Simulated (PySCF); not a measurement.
## Cr: ionisation energy

Cr [Ar] 3d5 4s1 (7S) → Cr⁺ [Ar] 3d5 (6S), as a difference of total energies. Calculation: PySCF 2.14, in aug-cc-pVTZ with one added diffuse shell each of s, p, d, f, g type (9s8p6d4f3g, 118 functions); the non-relativistic Hamiltonian (point nucleus). Correlated levels: valence: [Ar] frozen. The calculations carry no spin-orbit coupling.

| method | ionisation energy (eV) | difference from reference (eV) |
| --- | --- | --- |
| UHF | 5.903 | -0.864 |
| LDA | 7.472 | +0.705 |
| PBE | 7.270 | +0.503 |
| PBE0 | 6.933 | +0.166 |
| r2SCAN | 7.216 | +0.449 |
| TPSS | 7.097 | +0.330 |
| wB97X | 6.395 | -0.372 |
| TPSSh | 6.965 | +0.198 |
| MP2 (valence) | 6.399 | -0.368 |
| SCS-MP2 (valence) | 6.068 | -0.699 |

Reference: 6.767 eV (measured; NIST Atomic Spectra Database, ionization energies).

These non-relativistic numbers lack the scalar-relativistic shift.

Errors of the correlated levels include the incompleteness of this basis and the frozen core.
